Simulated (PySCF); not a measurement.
C8H10FP.
Cartesian coordinates in Å at the GFN2-xTB level; atoms count from 1:
```xyz
20
C8H10FP angstrom
C      3.4604    0.2643   -0.7642
C      1.9387    0.2758   -0.8113
P      1.2232    0.6425    0.8765
C     -0.5099    0.1865    0.5012
C     -1.0745   -1.0095    0.9300
C     -2.3931   -1.3093    0.6414
C     -3.1397   -0.3971   -0.0815
F     -4.4254   -0.6882   -0.3722
C     -2.6095    0.8063   -0.5123
C     -1.2932    1.0938   -0.2074
H      3.8177   -0.5183   -0.0972
H      3.8379    1.2176   -0.4003
H      3.8706    0.0853   -1.7563
H      1.5509   -0.6809   -1.1718
H      1.5896    1.0598   -1.4897
H      1.5609   -0.6016    1.4282
H     -0.4800   -1.7119    1.4974
H     -2.8424   -2.2346    0.9665
H     -3.2252    1.4963   -1.0678
H     -0.8621    2.0339   -0.5220
```

NICS = −σ at a ghost point: NICS(0) at the centroid of the ring atoms, NICS(1) 1 Å to either side along the normal of their mean plane, zz for the tensor component along that normal. Level: GIAO PBE0/pcSseg-1 (PySCF, non-relativistic, gas phase) on the GFN2-xTB geometry, one conformer.

Ring bond lengths (Å), with Mayer bond orders in brackets: C4–C5 1.390 (1.41), C5–C6 1.383 (1.42), C6–C7 1.383 (1.43), C7–C9 1.384 (1.42), C9–C10 1.381 (1.43), C10–C4 1.393 (1.40).

Problem. What do the NICS probes read (ppm)?

Solution. 
```tsv
ring	type	NICS(0)	NICS(1), two faces	NICS(1)zz, two faces	rms pucker (Å)	centre to ring atoms, mean (Å)
C4–C5–C6–C7–C9–C10	6-membered carbocycle; formal bonds all aromatic	-9.8	-11.1 / -11.2	-26.7 / -27.4	0.00	1.39
```

Problem. What can be read from them?

Solution. 
- C4–C5–C6–C7–C9–C10: mean NICS(1)zz -27.1 ppm, shielded. For a flat ring without four-coordinate atoms the NICS criterion counts such a value as aromatic.

Problem. How equal are the bonds by HOMA? HOMA = 1 − mean of α(R − Ropt)² over the ring bonds, with Krygowski's 1993 parameters (CC: Ropt 1.388 Å, α 257.7 Å⁻²).

Solution. 
- C4–C5–C6–C7–C9–C10: HOMA 0.99 = 1 − EN − GEO, with mean bond length 1.386 Å, EN = α(Ropt − mean)² = 0.002 and GEO = α × variance = 0.005. The geometric and the magnetic index point the same way.

Problem. At the first NICS(1) probe listed for ring C4–C5–C6–C7–C9–C10, 1 Å off the ring, what do the in-plane components average?

Solution. The isotropic value is a third of the trace: (3 × -11.1 − (-26.7))/2 = -3.3 ppm.

Problem. How shielded are the nuclei of the rings and their hydrogens (means over atoms taken as equivalent)?

Solution. 
| atoms | environment | σ isotropic (ppm) | principal values of the symmetric part, first atom (ppm) |
| --- | --- | --- | --- |
| C4 | substituted aromatic carbon | 45.4 | -42.9, -0.6, 179.7 |
| C5 (×2) | aromatic CH carbon | 47.2 | -54.9, 43.1, 152.5 |
| C6 (×2) | aromatic CH carbon | 65.4 | -20.5, 49.9, 166.5 |
| C7 | aromatic C–F carbon | 14.2 | -70.7, 28.3, 85.1 |
| H17 (×2) | aromatic hydrogen | 23.99 | 19.5, 23.1, 28.9 |
| H18 (×2) | aromatic hydrogen | 24.43 | 20.8, 25.2, 27.4 |
